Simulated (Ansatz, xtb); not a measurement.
# Two structures of F3H3InP

Structure I: `F[PH2+][InH-]([F])[F]`, a singlet. Structure II: a singlet given by its coordinates. Both are isolated molecules in the gas phase, relaxed with PBE0-D4/def2-SVP; the shapes shown needn't be the lowest conformers.

I (Å):

```xyz
8

F    -2.6544   -1.4490   -0.5553
F     0.1951    1.1360   -0.9891
F     0.3304    0.8099    2.1838
In    0.8295   -0.1083    0.5303
P    -1.4606   -0.3668   -0.7279
H    -2.1993    0.8274   -0.5930
H    -1.2814   -0.4459   -2.1258
H     2.1645   -1.1283    0.2923
```

II (Å):

```xyz
8

F     1.3573    0.3780    1.1124
F     0.6114   -1.8839    0.7849
F     1.6422   -0.6841   -1.0255
In   -2.0381    0.4866   -0.7474
P     0.5236   -0.4742    0.0729
H    -2.2719   -0.8609   -1.8130
H    -2.6528    0.4223    0.8725
H    -1.3628    1.9624   -1.3572
```

Close contacts (Å): F1–P5 1.58, F2–P5 1.58, F3–P5 1.58, In4–P5 2.86, In4–H6 1.73, In4–H7 1.73, In4–H8 1.73.

Quicker runs give these differences E(II) − E(I): GFN2-xTB +14.7 kcal/mol; HF/STO-3G −4.5 kcal/mol (at GFN2-xTB geometries); r2SCAN-D4/def2-SVP +9.9 kcal/mol (at GFN2-xTB geometries).

Question: Which of the two would you expect CCSD(T)/def2-SVP + ΔMP2/def2-TZVPP electronic energies to favour?

Answer: Structure I; the calculation gives E(II) − E(I) = +2.3 kcal/mol.

How the difference moves with the method:

```csv
level,geometry,E(II) − E(I) (kcal/mol),departure from the last row (kcal/mol),"job, with rough time for the two"
GFN2-xTB,GFN2-xTB,+14.7,+12.4,"optimisation, 0.19 s"
HF/STO-3G,GFN2-xTB,−4.5,−6.8,"single point, 0.96 s"
r2SCAN-D4/def2-SVP,GFN2-xTB,+9.9,+7.6,"single point, 4 s"
PBE0-D4/def2-SVP,PBE0-D4/def2-SVP,+9.4,+7.1,"optimisation, 38 s"
HF/def2-SVP,PBE0-D4/def2-SVP,+13.6,+11.3,part of the CCSD(T) run
MP2/def2-SVP,PBE0-D4/def2-SVP,+15.0,+12.7,part of the CCSD(T) run
CCSD(T)/def2-SVP,PBE0-D4/def2-SVP,+13.1,+10.8,single point
CCSD(T)/def2-SVP + ΔMP2/def2-TZVPP,PBE0-D4/def2-SVP,+2.3,,"single point, 41 s"
```

HF/STO-3G puts the two in the other order. The largest departure from CCSD(T)/def2-SVP + ΔMP2/def2-TZVPP is that of MP2/def2-SVP, 12.7 kcal/mol. The last row adds to CCSD(T) the change of the MP2 difference between the two basis sets, here −10.8 kcal/mol, a large step that makes the value less sure.

With harmonic frequencies from PBE0-D4/def2-SVP (ideal gas, rigid rotor, one conformer each, 298.15 K, 1 atm): the zero-point term adds −3.0 kcal/mol; ΔH is −0.5 and ΔG −1.2 kcal/mol. The zero-point term alone reverses the order. The free energy reverses the electronic order.

The correlated steps freeze 12 core orbitals; the filled d shell of In is correlated, in a basis made for valence electrons. Atoms past krypton carry core potentials in the def2 sets, other sets are all-electron and non-relativistic, and no spin–orbit term is included. Mirror images aren't counted in ΔG. Codes used: Ansatz 0.2.0, xtb 6.7.1; the last row on 2 threads of Arm Neoverse V2 on a shared host.
